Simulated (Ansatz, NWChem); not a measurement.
**Ligand exchange: HBr + SiH3(InH2) → SiH4 + InH2Br**

Species: HBr (hydrogen bromide), singlet; SiH3(InH2), singlet; SiH4 `[SiH4]`, singlet; InH2Br `[Br][InH2]`, singlet. The partners trade Br for SiH3: H–Br and In–SiH3 bonds give way to H–SiH3 and In–Br.

Shapes, held fixed at every level: PBE0-D4/def2-TZVP. Programs: Ansatz 0.2.0. Electronic energies: no zero-point or thermal term.

(1) Estimate ΔE of this reaction.

Results:

(1) The highest level, CCSD(T)/def2-TZVPP, gives ΔE = -119.8 kJ/mol; the levels span -141.4 to -119.8. The column of differences is taken from that level and isn't an error. No measured value is set beside it here. For atoms past krypton def2 sets carry core potentials with scalar relativity. Relativity is left out for Br unless named. Correlated rows may include outer-core shells of Br, In, which these sets cover unevenly.

| level | kind | ΔE (kJ/mol) | less CCSD(T)/def2-TZVPP |
| --- | --- | --- | --- |
| HF/def2-SVP | Hartree–Fock | -141.4 | -21.6 |
| B3LYP-D4/def2-TZVPP | global hybrid | -122.9 | -3.1 |
| r2SCAN0-D4/def2-TZVPP | global hybrid | -124.1 | -4.3 |
| wB97M-V/def2-TZVPP | range-separated hybrid | -122.7 | -2.9 |
| wB97X-V/def2-TZVPP | range-separated hybrid | -123.6 | -3.8 |
| MP2/def2-SVP | perturbation theory | -130.9 | -11.1 |
| MP2/def2-TZVPP | perturbation theory | -125.7 | -5.9 |
| CCSD(T)/def2-TZVPP | coupled cluster or CI | -119.8 | 0.0 |
